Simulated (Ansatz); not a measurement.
C$_{2}$H$_{5}$AlOS (`O/C(S)=[CH]/[AlH2]`), relaxed with RKS PBE-D4/def2-SVP in Ansatz from a rough embedded geometry. The force threshold is 0.03 eV/Å; the program also tests the step.

Charge 0, multiplicity 1.

Start:

```xyz
10

O    -1.940   -0.480   -1.129
C    -0.723   -0.084   -0.746
S     0.071    1.103   -1.811
C    -0.121   -0.517    0.436
Al    1.613   -0.029    1.096
H    -2.511   -1.214   -0.565
H    -0.442    2.207   -1.074
H    -0.680   -1.262    1.021
H     2.563    0.985    0.321
H     2.171   -0.709    2.450
```

```csv
step,energy (eV),largest force (eV/Å),largest move (Å)
1,-21611.3344,3.033,0.000
2,-21611.7336,1.457,0.143
3,-21611.8205,0.596,0.131
4,-21611.8508,0.611,0.166
5,-21611.8752,0.368,0.085
6,-21611.9060,0.820,0.196
7,-21611.9539,0.465,0.200
8,-21611.9946,0.224,0.200
9,-21612.0039,0.241,0.200
10,-21612.0107,0.273,0.064
11,-21612.0155,0.095,0.040
12,-21612.0162,0.090,0.040
13,-21612.0170,0.070,0.027
14,-21612.0182,0.036,0.017
15,-21612.0186,0.017,0.012
16,-21612.0191,0.038,0.037
17 (rejected),-21611.9852,1.125,0.032
18,-21612.0193,0.020,0.016
```

End:

```xyz
10

O    -1.931   -0.187   -0.997
C    -0.671    0.082   -0.570
S     0.084    1.356   -1.551
C    -0.023   -0.554    0.455
Al    1.709   -0.167    1.206
H    -2.301   -0.864   -0.393
H    -1.091    1.771   -2.103
H    -0.605   -1.390    0.896
H     2.587    1.059    0.668
H     2.242   -1.106    2.389
```

Hardware: 4 threads of an Arm Neoverse V1 on a shared host. Wall time 23 s, peak host memory 0.16 GiB.
